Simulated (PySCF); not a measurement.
Low-lying terms of Cd²⁺ (cadmium, charge +2)

Ground state [Kr] 4d10, ¹S. Calculation: PySCF 2.14, in aug-cc-pVTZ-PP with ECP28MDF; scalar relativity through the core potential. Vertical excitation energies in eV without spin-orbit coupling; excited terms of each kind are numbered among those the solver found. Frozen: 4s2 4p6.

```
 term  leading excitation  EOM-EE-CCSD
 1 3D              4d → s       10.632
 1 1D              4d → s       11.221
1 3P°              4d → p       17.312
1 3F°              4d → p       17.664
1 1F°              4d → p       17.920
1 1D°              4d → p       18.258
1 3D°              4d → p       18.294
1 1P°              4d → p       18.430
 1 3G              4d → d       25.942
 1 1G              4d → d       26.009
 2 3D              4d → s       26.275
 2 1D              4d → s       26.443
```

The spin-orbit splitting of the hole, absent here, rivals or exceeds the spacing of these terms, so the LS terms are model states.

The solver can miss terms. Rydberg members are limited by the diffuse functions of the basis.
